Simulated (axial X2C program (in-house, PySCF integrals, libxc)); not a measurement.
What spin–orbit coupling does to PbB⁺

Computed with an in-house all-electron X2C program for linear molecules (integrals from PySCF). Spin-free means the one-electron spin-free X2C Hamiltonian; two-component (2c) means X2C with spin–orbit coupling and atomic mean-field two-electron Coulomb and Gaunt terms, so the difference of the two also holds small scalar two-electron terms. Basis: Pb dyall-cv3z [12s14p10d7f1g], B dyall-v3z [7s6p2d1f] (cores contracted in-house); Gaussian nuclei, density fitting, unrestricted open shells. Masses: Pb 207.977 u, B 11.009 u.

Spin-free state: M_S = 1, Λ = 1 (beyond evenly filled blocks: σα, π+α); fragments Pb+ + B.

| level | Re (Å) | ωe (cm⁻¹) | De (eV) | μ (D) |
| --- | --- | --- | --- | --- |
| PBE0 | 2.452 | 383.4 | 1.887 | 1.54 |
| BHandHLYP | 2.465 | 356.8 | 1.532 | 1.80 |

Dipoles are positive if B is the positive end and refer to the centre of mass.

Two-component determinant lowest at the distance of the search:

Ω = 0 (closed shell); fragments Pb+ + B.

```json
{"level": "PBE0", "Re (Å)": "2.554", "ωe (cm⁻¹)": "267.0", "De (eV)": "1.367", "μ (D)": "2.58"}
{"level": "BHandHLYP", "Re (Å)": "2.568", "ωe (cm⁻¹)": "273.0", "De (eV)": "0.980", "μ (D)": "2.72"}
```

Task: From the two tables, how do the constants change at the PBE0 level (2c against spin-free)?

Result: At the PBE0 level Re goes up by 0.102 Å and ωe falls by 116.4 cm⁻¹; De is not compared, since the atomic limits differ or miss part of their spin–orbit lowering. The two determinants differ in configuration, so these shifts compare two states and are not the spin–orbit effect on one state.

One determinant describes the state; a PBE0 search over occupations chose it and may have missed a lower one. The closed shell is kept restricted, so the energy runs too high when the bond is stretched far. Dissociation energies refer to the lowest single-determinant-based atoms at the same level and basis. The 2c atoms are single determinants rather than J levels; their spin–orbit lowering is only partly caught, and De is too large by that part. This holds for PBE0, BHandHLYP. Other states lie close and PBE0, whose exact exchange favours high spin, may order them wrongly; the determinant shown need not be the ground state. The nearest other spin-free determinant of the search, M_S = 0, Λ = 1, lies 0.19 eV up at the distance of the search. The 2c shell is closed although the spin-free state is open, so other pairings can mix in. Without a current term, density functionals place determinants with orbital angular momentum somewhat too high.
